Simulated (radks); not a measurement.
Nd, 60 electrons, occupied as [Xe] 4f4 6s2.

Calculated with a radial shooting solver on a logarithmic mesh with Libxc functionals: non-relativistic Kohn-Sham, BLYP, spin-unpolarised, spherical densities, point nucleus; relativity is left out, which matters for an element this heavy.

Energy parts (hartree):
total: -9287.0907
kinetic: 9284.4944
electron-nucleus: -22011.5515
Hartree: 3655.0530
exchange-correlation: -215.0867

Orbitals (lengths in bohr, moments of r in powers of bohr; <r^-3> diverges for s and p1/2; r(90%) holds 90 % of the orbital's charge):
1s: occ. 2; eigenvalue (hartree) -1511.287; r(90%) 0.0450; <r> 0.02530; <r^4> 1.849e-06
2s: occ. 2; eigenvalue (hartree) -236.8100; r(90%) 0.166; <r> 0.1081; <r^4> 0.0003174
2p: occ. 6; eigenvalue (hartree) -224.4594; <r^-3> 7283; r(90%) 0.149; <r> 0.09180; <r^4> 0.0002037
3s: occ. 2; eigenvalue (hartree) -51.20023; r(90%) 0.412; <r> 0.2816; <r^4> 0.01226
3p: occ. 6; eigenvalue (hartree) -45.80419; <r^-3> 1445; r(90%) 0.405; <r> 0.2714; <r^4> 0.01138
3d: occ. 10; eigenvalue (hartree) -35.74857; <r^-3> 243.2; r(90%) 0.378; <r> 0.2425; <r^4> 0.008508
4s: occ. 2; eigenvalue (hartree) -10.01519; r(90%) 0.918; <r> 0.6398; <r^4> 0.3096
4p: occ. 6; eigenvalue (hartree) -7.97139; <r^-3> 311.8; r(90%) 0.956; <r> 0.6580; <r^4> 0.3620
4d: occ. 10; eigenvalue (hartree) -4.36847; <r^-3> 43.52; r(90%) 1.06; <r> 0.7061; <r^4> 0.5455
5s: occ. 2; eigenvalue (hartree) -1.32183; r(90%) 2.25; <r> 1.558; <r^4> 11.12
5p: occ. 6; eigenvalue (hartree) -0.78538; <r^-3> 41.53; r(90%) 2.60; <r> 1.769; <r^4> 19.88
4f: occ. 4; eigenvalue (hartree) -0.16228; <r^-3> 5.369; r(90%) 1.81; <r> 1.035; <r^4> 7.255
6s: occ. 2; eigenvalue (hartree) -0.11593; r(90%) 6.86; <r> 4.645; <r^4> 952.1
5d: occ. 0; eigenvalue (hartree) -0.08518; <r^-3> 2.068; r(90%) 5.13; <r> 3.129; <r^4> 319.1
6p: occ. 0; eigenvalue (hartree) -0.04334; <r^-3> 2.414; r(90%) 9.52; <r> 6.299; <r^4> 3574

The highest occupied level is 6s at -3.155 eV. Summed over all electrons, <r^2> = 92.83 bohr^2, which gives a Langevin (diamagnetic) susceptibility term of -73.5 x 10^-6 cm^3/mol.

Run on one thread of a shared host, so times are rough (Intel(R) Xeon(R) Platinum 8259CL CPU @ 2.50GHz): 0.19 s of CPU time, 0.19 s wall, 15 iterations on 2728 mesh points.
